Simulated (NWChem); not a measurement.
**Basis-set dependence for B$_{2}$**

```xyz
2

B      0.0000     0.0000     0.8128
B      0.0000     0.0000    -0.8128
```
Charge 0, spin multiplicity 3.

Everything below was run with NWChem. All single points use one geometry, from UPBE0/def2-SVP, a minimum by its harmonic frequencies.

Hartree-Fock energies in Ha, correlation energies in mHa.

The correlated methods keep 2 core orbitals frozen. The Pople sets run with spherical d functions. This spin state was chosen for the runs; another may lie lower. The structure started from a generated list of species. The unpaired electrons of the parent sit in orbitals of symmetry b2u and b3u (D2h labels of the run); other states weren't searched. No SCF solution was tested for a lower state. Open-shell Hartree-Fock references start from PBE0 orbitals.

| basis | functions | UHF | UMP2 | SCS-UMP2 | URI-MP2 |
|---|---|---|---|---|---|
| 6-31G* | 28 | -49.07507 | -140.6 | -139.0 | not run |
| cc-pVDZ | 28 | -49.08686 | -139.2 | -136.9 | -139.2 |
| cc-pVTZ | 60 | -49.09259 | -160.0 | -158.6 | -160.1 |
| cc-pVQZ | 110 | -49.09463 | -167.7 | -167.0 | -167.7 |

From cc-pVTZ to cc-pVQZ the Hartree-Fock energy moves by -2.0 mHa and the UMP2 correlation energy by -7.7 mHa, which is 5 % of its value in the larger set.
